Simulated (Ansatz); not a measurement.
Cost and result for the atomization energy of `FC1NBO1` (8 atoms, 8 bonds).

Charge 0, multiplicity 1. All single points use the PBE0-D4/def2-TZVP geometry. Program: Ansatz. All runs use 2 threads of an Intel Xeon Platinum 8259CL on a shared host. Times are those of one run each, without the atoms' runs, and a repeat can differ threefold. Electronic energies, without spin–orbit coupling; frozen cores. CCSD(T)/CBS adds CCSD(T) − MP2 in def2-TZVPP to the MP2 limit, and its time is that of the two runs behind it. T1 = 0.014. B3LYP takes the VWN-RPA correlation (the form of Gaussian; ORCA's B3LYP/G).

CCSD(T)/CBS is a level of theory with its own doubt, some kJ/mol a heavy atom from the limit and from the frozen cores, so smaller differences don't rank the functionals.

| level | functions | wall time |
| --- | --- | --- |
| LDA (SPW92)/def2-TZVPP | 197 | 2.1 s |
| BHLYP-D4/def2-TZVPP | 197 | 4 s |
| CCSD(T)/def2-SVP | 85 | 4.9 s |
| r2SCANh-D4/def2-TZVPP | 197 | 6 s |
| B3LYP-D4/def2-TZVPP (with forces) | 197 | 6.5 s |
| r2SCAN-D4/def2-TZVPP (with forces) | 197 | 6.5 s |
| PBE-QIDH/def2-TZVPP | 197 | 8.5 s |
| ωB97X-V/def2-TZVPP | 197 | 10 s |
| B97M-V/def2-TZVPP | 197 | 11 s |
| ωB97M-V/def2-TZVPP (with forces) | 197 | 13 s |
| MP2/def2-QZVPP | 375 | 24 s |
| CCSD(T)/def2-TZVPP | 197 | 94 s |
| CCSD(T)/CBS(def2) | – | 120 s |

Q: What atomization energy does each give, and how far from CCSD(T)/CBS? (An estimate is asked.)

A: Computed: 
```tsv
level	atomization (kcal/mol)	difference from CCSD(T)/CBS	per bond
LDA (SPW92)/def2-TZVPP	940.3	151.3	18.9
BHLYP-D4/def2-TZVPP	756.5	-32.5	-4.1
CCSD(T)/def2-SVP	748.2	-40.8	-5.1
r2SCANh-D4/def2-TZVPP	787.7	-1.3	-0.2
B3LYP-D4/def2-TZVPP (with forces)	791.8	2.8	0.3
r2SCAN-D4/def2-TZVPP (with forces)	795.9	6.9	0.9
PBE-QIDH/def2-TZVPP	788.0	-1.0	-0.1
ωB97X-V/def2-TZVPP	796.2	7.2	0.9
B97M-V/def2-TZVPP	792.9	3.9	0.5
ωB97M-V/def2-TZVPP (with forces)	797.8	8.8	1.1
MP2/def2-QZVPP	807.5	18.5	2.3
CCSD(T)/def2-TZVPP	765.5	-23.5	-2.9
CCSD(T)/CBS(def2)	789.0	0.0	0.0
```

At CCSD(T), def2-SVP lies −40.7 kcal/mol from the extrapolated value and def2-TZVPP −23.5 kcal/mol: correlation converges slowly with the basis, and small sets miss more of it in the bonded molecule than in its fragments. The D4 term adds +4.7 kcal/mol with B3LYP and +2.4 kcal/mol with PBE0; it sums over pairs of atoms, weighted by their polarisabilities, and B3LYP, whose exchange is more repulsive, gets the larger term. From BLYP to BHLYP (50 % exact exchange), in def2-TZVPP and without D4, the atomization energy moves by −37.8 kcal/mol: exact exchange takes away binding that semilocal exchange gives to molecules.
